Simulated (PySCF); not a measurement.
Cl4Te (SMILES Cl[Te](Cl)(Cl)Cl), singlet, geometry from GFN2-xTB (all electrons, no relativity); B3LYP/STO-3G (PySCF).

PySCF was given this input:
```python
from pyscf import gto, scf, dft

mol = gto.M(
    atom='''
Te   -0.005348    0.012234    0.483277
Cl    1.165969   -1.490760   -0.826448
Cl    1.904219    1.503369    0.120414
Cl   -1.146570    1.446389   -0.926392
Cl   -1.907258   -1.496418    0.154168
''',
    basis='sto-3g',
    charge=0,
    spin=0,
    verbose=4,
)

mf = dft.RKS(mol)
mf.xc = 'b3lyp'
mf.kernel()
```

It wrote (shortened):

```
PySCF version 2.14.0

[INPUT] verbose = 4
[INPUT] num. atoms = 5
[INPUT] num. electrons = 120
[INPUT] charge = 0
[INPUT] spin (= nelec alpha-beta = 2S) = 0
[INPUT] symmetry False subgroup None
[INPUT] Mole.unit = angstrom
[INPUT] Symbol           X                Y                Z      unit          X                Y                Z       unit  Magmom
[INPUT]  1 Te    -0.005348000000   0.012234000000   0.483277000000 AA   -0.010106255314   0.023118909408   0.913261172301 Bohr   0.0
[INPUT]  2 Cl     1.165969000000  -1.490760000000  -0.826448000000 AA    2.203362079733  -2.817128117457  -1.561760376195 Bohr   0.0
[INPUT]  3 Cl     1.904219000000   1.503369000000   0.120414000000 AA    3.598452391193   2.840955674161   0.227549481563 Bohr   0.0
[INPUT]  4 Cl    -1.146570000000   1.446389000000  -0.926392000000 AA   -2.166703282643   2.733279079584  -1.750627163988 Bohr   0.0
[INPUT]  5 Cl    -1.907258000000  -1.496418000000   0.154168000000 AA   -3.604195268886  -2.827820187869   0.291335297172 Bohr   0.0

nuclear repulsion = 1048.58233401246
number of shells = 31
number of NR pGTOs = 189
number of NR cGTOs = 63
basis = sto-3g
ecp = {}

******** <class 'pyscf.dft.rks.RKS'> ********
method = RKS
initial guess = minao
damping factor = 0
level_shift factor = 0
DIIS = <class 'pyscf.scf.diis.CDIIS'>
diis_start_cycle = 1
diis_space = 8
diis_damp = 0
SCF conv_tol = 1e-09
SCF conv_tol_grad = None
SCF max_cycles = 50
direct_scf = True
direct_scf_tol = 1e-13
XC library pyscf.dft.libxc version 7.1.2
    S. Lehtola, C. Steigemann, M. J. T. Oliveira, and M. A. L. Marques,  SoftwareX 7, 1–5 (2018)
XC functionals = b3lyp
    P. J. Stephens, F. J. Devlin, C. F. Chabalowski, and M. J. Frisch,  J. Phys. Chem. 98, 11623 (1994)
radial grids:
    Treutler-Ahlrichs [JCP 102, 346 (1995); DOI:10.1063/1.469408] (M4) radial grids

becke partition: Becke, JCP 88, 2547 (1988); DOI:10.1063/1.454033
pruning grids: <function nwchem_prune>
grids dens level: 3
symmetrized grids: False
atomic radii adjust function: <function treutler_atomic_radii_adjust>
small_rho_cutoff = 0
Set gradient conv threshold to 3.16228e-05
Initial guess from minao.
tot grids = 97480
init E= -8349.50091341305
  HOMO = -0.571075694308134  LUMO = -0.397802478738515  gap/eV = 4.71500
cycle= 1 E= -8369.97026410444  delta_E= -20.5  |g|= 0.194  |ddm|= 3.49
  HOMO = -0.211983115210775  LUMO = -0.0855507001874976  gap/eV = 3.44040
cycle= 2 E= -8369.96938431878  delta_E= 0.00088  |g|= 0.148  |ddm|= 1.06
  HOMO = -0.232214649793424  LUMO = -0.0536887970054694  gap/eV = 4.85794
cycle= 3 E= -8369.98469388774  delta_E= -0.0153  |g|= 0.0356  |ddm|= 0.701
  HOMO = -0.2278948248989  LUMO = -0.061008806587255  gap/eV = 4.54120
cycle= 4 E= -8369.98576978062  delta_E= -0.00108  |g|= 0.00189  |ddm|= 0.152
  HOMO = -0.228477491432241  LUMO = -0.060965323154997  gap/eV = 4.55824
cycle= 5 E= -8369.98577241122  delta_E= -2.63e-06  |g|= 0.000794  |ddm|= 0.00994
  HOMO = -0.228383747182855  LUMO = -0.060909864562602  gap/eV = 4.55720
cycle= 6 E= -8369.98577285711  delta_E= -4.46e-07  |g|= 2.64e-05  |ddm|= 0.0025
  HOMO = -0.228378679657062  LUMO = -0.0609131500198522  gap/eV = 4.55697
cycle= 7 E= -8369.9857728579  delta_E= -7.97e-10  |g|= 3.14e-06  |ddm|= 0.000153
  HOMO = -0.228377635437936  LUMO = -0.060914279277749  gap/eV = 4.55691
Extra cycle  E= -8369.98577285795  delta_E= -4.73e-11  |g|= 2.53e-06  |ddm|= 2.7e-05
converged SCF energy = -8369.98577285795
```
